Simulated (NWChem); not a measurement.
C$_{2}$H$_{4}$ClNOSi; SMILES N#CO[Si@@H](C)Cl

```xyz
10

C     -1.9532     0.1383     0.3074
Si    -0.2600     0.3492    -0.4303
Cl     0.6222     2.1166     0.1375
O      0.7994    -0.8477     0.2046
C      0.5392    -2.1103     0.0991
N      0.3251    -3.2541     0.0203
H     -2.3381    -0.8663     0.0949
H     -2.6506     0.8690    -0.1173
H     -1.9295     0.2756     1.3935
H     -0.2072     0.2423    -1.9016
```
Atoms are numbered in this order, from 1.

Program: NWChem. Structure relaxed at the B3LYP/6-31G* (spherical d) level.

Question: Predict the results for CAM-B3LYP/def2-TZVP. Quantities: highest occupied level (eV); orbital gap (eV); dipole (D).

Answer: 
```yaml
highest occupied level (eV): -10.23
orbital gap (eV): 11.00
dipole (D): 4.10
```
